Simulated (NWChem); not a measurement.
System: CH₃BaClN₂

Excerpt of the output:

```
             Northwest Computational Chemistry Package (NWChem) 7.3.0
             --------------------------------------------------------

 CS  symmetry detected

                             Geometry "geometry" -> ""
                             -------------------------

 Output coordinates in angstroms (scale by  1.889725989 to convert to a.u.)

  No.       Tag          Charge          X              Y              Z
 ---- ---------------- ---------- -------------- -------------- --------------
    1 Ba                  56.0000     0.41852058     0.13938519     0.00000000
    2 Cl                  17.0000    -0.64405447     2.72162012     0.00000000
    3 C                    6.0000    -0.67714772    -2.66995320     0.00000000
    4 N                    7.0000    -0.42275251    -2.07611698    -1.15569700
    5 N                    7.0000    -0.42275251    -2.07611698     1.15569700
    6 H                    1.0000    -1.11951148    -3.68950584     0.00000000
    7 H                    1.0000    -0.69364683    -2.64912493    -1.94791300
    8 H                    1.0000    -0.69364683    -2.64912493     1.94791300

 Effective nuclear repulsion energy (a.u.)     525.2055064804

      Symmetry information
      --------------------

 Group name             Cs
 Group number              2
 Group order               2
 No. of unique centers     6

                                 NWChem DFT Module
                                 -----------------

 Summary of "ao basis" -> "ao basis" (spherical)
 ------------------------------------------------------------------------------
       Tag                 Description            Shells   Functions and Types
 ---------------- ------------------------------  ------  ---------------------
 Ba                         def2-svp                 9       23   4s3p2d
 Cl                         def2-svp                 8       18   4s3p1d
 C                          def2-svp                 6       14   3s2p1d
 N                          def2-svp                 6       14   3s2p1d
 H                          def2-svp                 3        5   2s1p

      Symmetry analysis of basis
      --------------------------

        a'         62
        a"         36

            General Information
            -------------------
          SCF calculation type: DFT
          Wavefunction type:  closed shell.
          No. of atoms     :     8
          No. of electrons :    50
           Alpha electrons :    25
            Beta electrons :    25
          Charge           :     0
          Spin multiplicity:     1
          Use of symmetry is: on ; symmetry adaption is: on
          Maximum number of iterations: 150
          AO basis - number of functions:    98
                     number of shells:    44
          Convergence on energy requested:  1.00D-06
          Convergence on density requested:  1.00D-05
          Convergence on gradient requested:  5.00D-04

              XC Information
              --------------
                         B3LYP Method XC Potential
                     Hartree-Fock (Exact) Exchange  0.200
                        Slater Exchange Functional  0.800 local
                    Becke 1988 Exchange Functional  0.720 non-local
              Lee-Yang-Parr Correlation Functional  0.810
                  VWN I RPA Correlation Functional  0.190 local

             Grid Information
             ----------------
          Grid used for XC integration:  medium
          Radial quadrature: Mura-Knowles
          Angular quadrature: Lebedev.
          Tag              B.-S. Rad. Rad. Pts. Rad. Cut. Ang. Pts.
          ---              ---------- --------- --------- ---------
          Ba                  2.15      123          12.0       590
          Cl                  1.00       88          14.0       590
          C                   0.70       49          12.0       434
          N                   0.65       49          11.0       434
          H                   0.35       45          14.0       434
          Grid pruning is: on
          Number of quadrature shells:   399
          Spatial weights used:  Erf1

      Superposition of Atomic Density Guess
      -------------------------------------

 Sum of atomic energies:        -634.41850970

      Non-variational initial energy
      ------------------------------

 Total energy =    -633.726811
 1-e energy   =   -1231.904829
 2-e energy   =     418.361501
 HOMO         =      -0.333902
 LUMO         =      -0.095009

      Symmetry analysis of molecular orbitals - initial
      -------------------------------------------------

  Numbering of irreducible representations:

     1 a'          2 a"

  Orbital symmetries:

     1 a'          2 a'          3 a"          4 a'          5 a'
     6 a'          7 a'          8 a"          9 a'         10 a'
    11 a"         12 a'         13 a'         14 a"         15 a'
    16 a'         17 a'         18 a"         19 a'         20 a"
    21 a'         22 a'         23 a"         24 a'         25 a"
    26 a'         27 a'         28 a"         29 a'         30 a'
    31 a'         32 a"         33 a'         34 a"         35 a'

   convergence    iter        energy       DeltaE   RMS-Dens  Diis-err
 ---------------- ----- ----------------- --------- --------- ---------
 d= 0,ls=0.0,diis     1   -634.8731301121 -8.15D+02  1.85D-02  8.79D-01
 d= 0,ls=0.0,diis     2   -634.7977053384  7.54D-02  1.05D-02  1.63D+00
 d= 0,ls=0.0,diis     3   -634.9907364336 -1.93D-01  1.34D-03  2.40D-02
 d= 0,ls=0.0,diis     4   -634.9929265875 -2.19D-03  6.71D-04  3.74D-03
 d= 0,ls=0.0,diis     5   -634.9934332251 -5.07D-04  1.43D-04  1.73D-04
  Resetting Diis
 d= 0,ls=0.0,diis     6   -634.9934572712 -2.40D-05  2.24D-05  2.32D-06
 d= 0,ls=0.0,diis     7   -634.9934576183 -3.47D-07  8.97D-06  2.44D-07

         Total DFT energy =     -634.993457618277
      One electron energy =    -1239.084257442611
           Coulomb energy =      476.734576548474
    Exchange-Corr. energy =      -52.460293608354
 Nuclear repulsion energy =      179.816516884213

 Numeric. integr. density =       50.000005265971

                  Occupations of the irreducible representations
                  ----------------------------------------------

                     irrep           alpha         beta
                     --------     --------     --------
                     a'               17.0         17.0
                     a"                8.0          8.0

                       DFT Final Molecular Orbital Analysis
                       ------------------------------------

 Vector   23  Occ=2.000000D+00  E=-2.430642D-01  Symmetry=a"
              MO Center= -6.0D-01,  2.6D+00, -1.2D-14, r^2= 1.8D+00
   Bfn.  Coefficient  Atom+Function         Bfn.  Coefficient  Atom+Function
  ----- ------------  ---------------      ----- ------------  ---------------
    36      0.622124  2 Cl pz                33      0.444194  2 Cl pz
    30      0.262657  2 Cl pz                15      0.088144  1 Ba d -1
    13      0.080875  1 Ba pz                20      0.081106  1 Ba d -1
     7     -0.065805  1 Ba pz                17      0.057653  1 Ba d  1
    58     -0.048385  4 N  s                 72      0.048385  5 N  s

 Vector   24  Occ=2.000000D+00  E=-2.408148D-01  Symmetry=a'
              MO Center= -5.9D-01,  1.9D+00,  1.1D-13, r^2= 4.7D+00
   Bfn.  Coefficient  Atom+Function         Bfn.  Coefficient  Atom+Function
  ----- ------------  ---------------      ----- ------------  ---------------
    34      0.578922  2 Cl px                31      0.412464  2 Cl px
    28      0.243855  2 Cl px                 6     -0.147577  1 Ba py
    60      0.132911  4 N  py                74      0.132911  5 N  py
    63     -0.111384  4 N  py                77     -0.111384  5 N  py
    84     -0.096052  6 H  s                 85     -0.090258  6 H  s

 Vector   25  Occ=2.000000D+00  E=-2.143010D-01  Symmetry=a"
              MO Center= -4.1D-01, -2.0D+00,  3.1D-13, r^2= 2.5D+00
   Bfn.  Coefficient  Atom+Function         Bfn.  Coefficient  Atom+Function
  ----- ------------  ---------------      ----- ------------  ---------------
    59      0.386099  4 N  px                73     -0.386099  5 N  px
    62     -0.342813  4 N  px                76      0.342813  5 N  px
    60     -0.165487  4 N  py                74      0.165487  5 N  py
    63      0.146451  4 N  py                77     -0.146451  5 N  py
    17     -0.078390  1 Ba d  1              36      0.075176  2 Cl pz

 Vector   26  Occ=0.000000D+00  E=-5.539920D-02  Symmetry=a'
              MO Center=  1.7D+00,  2.1D-01,  1.5D-12, r^2= 7.6D+00
   Bfn.  Coefficient  Atom+Function         Bfn.  Coefficient  Atom+Function
  ----- ------------  ---------------      ----- ------------  ---------------
     4      0.531149  1 Ba s                  3      0.451911  1 Ba s
     2     -0.403346  1 Ba s                 11      0.379025  1 Ba px
    18      0.320313  1 Ba d  2              23      0.128693  1 Ba d  2
     5     -0.108300  1 Ba px                44      0.103643  3 C  s
    58     -0.099538  4 N  s                 72     -0.099538  5 N  s

 Vector   27  Occ=0.000000D+00  E=-1.524373D-02  Symmetry=a"
              MO Center=  1.3D+00,  1.3D-01,  3.7D-11, r^2= 6.8D+00
   Bfn.  Coefficient  Atom+Function         Bfn.  Coefficient  Atom+Function
  ----- ------------  ---------------      ----- ------------  ---------------
    17     -0.629070  1 Ba d  1              13      0.594890  1 Ba pz
    22     -0.338353  1 Ba d  1               7     -0.125857  1 Ba pz
    10     -0.097700  1 Ba pz                62      0.077095  4 N  px
    76     -0.077095  5 N  px                59     -0.066758  4 N  px
    73      0.066758  5 N  px                63     -0.050632  4 N  py

 Vector   28  Occ=0.000000D+00  E=-1.460635D-02  Symmetry=a'
              MO Center=  6.0D-01,  1.7D-01, -4.0D-11, r^2= 6.2D+00
   Bfn.  Coefficient  Atom+Function         Bfn.  Coefficient  Atom+Function
  ----- ------------  ---------------      ----- ------------  ---------------
    16      0.683406  1 Ba d  0              21      0.362177  1 Ba d  0
    11     -0.234420  1 Ba px                18     -0.217369  1 Ba d  2
    44      0.199928  3 C  s                 85     -0.120163  6 H  s
    14     -0.116750  1 Ba d -2              12      0.112045  1 Ba py
     4      0.111429  1 Ba s                 23     -0.096193  1 Ba d  2

     Multipole analysis of the density
     ---------------------------------

     L   x y z        total         alpha         beta         nuclear
     -   - - -        -----         -----         ----         -------
     0   0 0 0     -0.000000    -25.000000    -25.000000     50.000000

     1   1 0 0      1.641384     19.011144     19.011144    -36.380904
     1   0 1 0     -1.910239      5.103076      5.103076    -12.116391
     1   0 0 1     -0.000000     -0.000000     -0.000000      0.000000

     2   2 0 0    -39.010463    -48.559673    -48.559673     58.108883
     2   1 1 0      5.841492     -0.159983     -0.159983      6.161459
     2   1 0 1     -0.000000     -0.000000     -0.000000      0.000000
     2   0 2 0    -54.546733   -485.942117   -485.942117    917.337500
     2   0 1 1     -0.000000     -0.000000     -0.000000      0.000000
     2   0 0 2    -39.808914    -66.841862    -66.841862     93.874810

                                 NWChem DFT Module
                                 -----------------

      Symmetry analysis of basis
      --------------------------

        a'         62
        a"         36

            General Information
            -------------------
          SCF calculation type: DFT
          Wavefunction type:  spin polarized.
          No. of atoms     :     8
          No. of electrons :    49
           Alpha electrons :    25
            Beta electrons :    24
          Charge           :     1
          Spin multiplicity:     2
          Use of symmetry is: on ; symmetry adaption is: on
          Maximum number of iterations: 150
          AO basis - number of functions:    98
                     number of shells:    44
          Convergence on energy requested:  1.00D-06
          Convergence on density requested:  1.00D-05
          Convergence on gradient requested:  5.00D-04

              XC Information
              --------------
                         B3LYP Method XC Potential
                     Hartree-Fock (Exact) Exchange  0.200
                        Slater Exchange Functional  0.800 local
                    Becke 1988 Exchange Functional  0.720 non-local
              Lee-Yang-Parr Correlation Functional  0.810
                  VWN I RPA Correlation Functional  0.190 local

             Grid Information
             ----------------
          Grid used for XC integration:  medium
          Radial quadrature: Mura-Knowles
          Angular quadrature: Lebedev.
          Tag              B.-S. Rad. Rad. Pts. Rad. Cut. Ang. Pts.
          ---              ---------- --------- --------- ---------
          Ba                  2.15      123          12.0       590
          Cl                  1.00       88          14.0       590
          C                   0.70       49          12.0       434
          N                   0.65       49          11.0       434
          H                   0.35       45          14.0       434
          Grid pruning is: on
          Number of quadrature shells:   399
          Spatial weights used:  Erf1

      Superposition of Atomic Density Guess
      -------------------------------------

 Sum of atomic energies:        -634.41850970

 Renormalizing density from      50.00 to     49

      Non-variational initial energy
      ------------------------------

 Total energy =    -625.655830
 1-e energy   =   -1207.266733
 2-e energy   =     401.794385
 HOMO         =      -0.588432
 LUMO         =      -0.258719

   Symmetry analysis of molecular orbitals - initial alpha
   -------------------------------------------------------

  Numbering of irreducible representations:

     1 a'          2 a"

  Orbital symmetries:

     1 a'          2 a'          3 a"          4 a'          5 a'
     6 a'          7 a'          8 a"          9 a'         10 a'
    11 a"         12 a'         13 a'         14 a"         15 a'
    16 a'         17 a'         18 a"         19 a'         20 a'
    21 a"         22 a'         23 a"         24 a'         25 a"
    26 a'         27 a'         28 a'         29 a"         30 a'
    31 a"         32 a'         33 a'         34 a"         35 a'

   Symmetry analysis of molecular orbitals - initial beta
   ------------------------------------------------------

  Numbering of irreducible representations:

     1 a'          2 a"

  Orbital symmetries:

     1 a'          2 a'          3 a"          4 a'          5 a'
     6 a'          7 a'          8 a"          9 a'         10 a'
    11 a"         12 a'         13 a'         14 a"         15 a'
    16 a'         17 a'         18 a"         19 a'         20 a'
    21 a"         22 a'         23 a"         24 a'         25 a"
    26 a'         27 a'         28 a'         29 a"         30 a'
    31 a"         32 a'         33 a'         34 a"         35 a'

[...]
```

Level: B3LYP/def2-SVP with def2 effective core potentials on Ba, vertical spin-unrestricted ions. Coordinates come from a PBE0/def2-SVP optimisation. No frequency run checked for a minimum. def2 effective core potentials on Ba; no spin-orbit coupling.

Write an input that gives this output.

This is not unique; one that fits is the input that was run:
```
start job
memory heap 200 mb stack 900 mb global 1100 mb
geometry units angstroms noautoz
  Ba     0.276419     0.410197     0.000000
  Cl    -0.540375     3.080375     0.000000
  C     -1.076807    -2.284548     0.000000
  N     -0.768069    -1.717063    -1.155697
  N     -0.768069    -1.717063     1.155697
  H     -1.612447    -3.258336     0.000000
  H     -1.091289    -2.262270    -1.947913
  H     -1.091289    -2.262270     1.947913
end
basis spherical
  * library def2-svp
end
ecp
  Ba library def2-ecp
end
dft
  xc b3lyp
  iterations 150
  vectors input atomic output neutral.movecs
end
task dft energy
charge 1
dft
  odft
  mult 2
  vectors input atomic output cation.movecs
end
task dft energy
```
